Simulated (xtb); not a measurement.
Cl3Tm, triplet, at a GFN2-xTB geometry (such geometries of metal compounds can be far from the true shape) (GFN-xTB holds the 4f electrons in the core, so unpaired electrons go into valence orbitals and the state isn't the physical one). Base run: GFN0-xTB run with xtb.

Geometry (Å):
```xyz
4

Tm    -0.1202    -0.3576    -0.2341
Cl     2.1866     0.1617    -0.2304
Cl    -0.6149    -0.4073     2.0776
Cl    -1.0839     1.6973    -0.8972
```
Charge 0, spin multiplicity 3.
All else is at xtb's defaults.
Base energy -13.98303 Eh.

Variants of this job, named by their change:

| change | ΔE vs base (kcal/mol) |
|---|---|
| base | 0.000 |
| acc = 0.0001 | 0.000 |
| acc = 0.1 | 0.000 |
| acc = 30 | 0.000 |
| etemp = 3000 | -21.51 |
| acc = 1000 | 0.000 |
| etemp = 5000 | -41.10 |
| etemp = 1000 | -3.93 |
